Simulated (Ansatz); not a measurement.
Geometry optimisation, RKS PBE-D4/def2-SVP in Ansatz.

Input file:

```yaml
crystal:
  periodic: [false, false, false]
  atoms:
    - { symbol: "N", position_ang: [0.3262, 0.3218, 1.8228] }
    - { symbol: Si, position_ang: [0.8082, -0.206, 0.3137] }
    - { symbol: C, position_ang: [-0.6465, -0.9736, -0.474] }
    - { symbol: C, position_ang: [-0.117, 0.1089, -1.0642] }
    - { symbol: S, position_ang: [-0.5732, 1.036, -2.3603] }
    - { symbol: H, position_ang: [0.73839, -0.20977, 2.54456] }
    - { symbol: H, position_ang: [0.76829, 1.28051, 1.96915] }
    - { symbol: H, position_ang: [1.8632, -1.2541, 0.4204] }
    - { symbol: H, position_ang: [-1.3563, -1.7174, -0.4577] }
    - { symbol: H, position_ang: [0.3689, 1.9913, -2.1916] }
basis:
  gaussian: { orbitals: def2-SVP }
hamiltonian:
  xc: pbe
  dispersion: d4
relax:
  f_tol: 0.015
  max_steps: 40
output:
  orbitals: {}
```

Launched with:

```bash
$ ansatz run input.yaml --threads 2 --pin off --max-ram 3072MiB --backend cpu --events-out ev --progress --plain --runs-dir out
```

Problem. Where does it end, and by what steps?

Solution. The run converged. After 18 steps the energy has fallen by 1.536 eV; H6 moved furthest, 1.29 Å.

```json
{"step": "0", "energy less start (eV)": "0.0000", "largest force component (eV/Å)": "4.209", "accepted": "yes"}
{"step": "1", "energy less start (eV)": "-1.0427", "largest force component (eV/Å)": "1.914", "accepted": "yes"}
{"step": "2", "energy less start (eV)": "-1.2970", "largest force component (eV/Å)": "0.835", "accepted": "yes"}
{"step": "3", "energy less start (eV)": "-1.3344", "largest force component (eV/Å)": "0.334", "accepted": "yes"}
{"step": "4", "energy less start (eV)": "-1.3458", "largest force component (eV/Å)": "0.408", "accepted": "yes"}
{"step": "5", "energy less start (eV)": "-1.3416", "largest force component (eV/Å)": "0.352", "accepted": "no"}
{"step": "6", "energy less start (eV)": "-1.3616", "largest force component (eV/Å)": "0.102", "accepted": "yes"}
{"step": "7", "energy less start (eV)": "-1.3671", "largest force component (eV/Å)": "0.052", "accepted": "yes"}
{"step": "8", "energy less start (eV)": "-1.3691", "largest force component (eV/Å)": "0.483", "accepted": "yes"}
{"step": "9", "energy less start (eV)": "-1.3973", "largest force component (eV/Å)": "0.228", "accepted": "yes"}
{"step": "10", "energy less start (eV)": "-1.4218", "largest force component (eV/Å)": "0.445", "accepted": "yes"}
{"step": "11", "energy less start (eV)": "-1.4601", "largest force component (eV/Å)": "0.401", "accepted": "yes"}
{"step": "12", "energy less start (eV)": "-1.4933", "largest force component (eV/Å)": "0.349", "accepted": "yes"}
{"step": "13", "energy less start (eV)": "-1.5183", "largest force component (eV/Å)": "0.178", "accepted": "yes"}
{"step": "14", "energy less start (eV)": "-1.5267", "largest force component (eV/Å)": "0.126", "accepted": "yes"}
{"step": "15", "energy less start (eV)": "-1.5280", "largest force component (eV/Å)": "0.336", "accepted": "yes"}
{"step": "16", "energy less start (eV)": "-1.5342", "largest force component (eV/Å)": "0.133", "accepted": "yes"}
{"step": "17", "energy less start (eV)": "-1.5353", "largest force component (eV/Å)": "0.051", "accepted": "yes"}
{"step": "18", "energy less start (eV)": "-1.5357", "largest force component (eV/Å)": "0.014", "accepted": "yes"}
```

```xyz
10
Properties=species:S:1:pos:R:3
N 0.676 0.243 2.002
Si 0.806 -0.415 0.410
C -0.593 -1.119 -0.495
C -0.199 0.067 -1.058
S -0.798 1.022 -2.388
H -0.195 0.652 2.347
H 1.497 0.627 2.473
H 2.232 -0.854 0.265
H -1.394 -1.846 -0.704
H 0.147 2.002 -2.329
```

Whether the end is a true minimum wasn't checked by a vibrational analysis.

The run took 39 s on 2 threads of Arm Neoverse V1, on a shared host, peak memory 0.15 GiB.
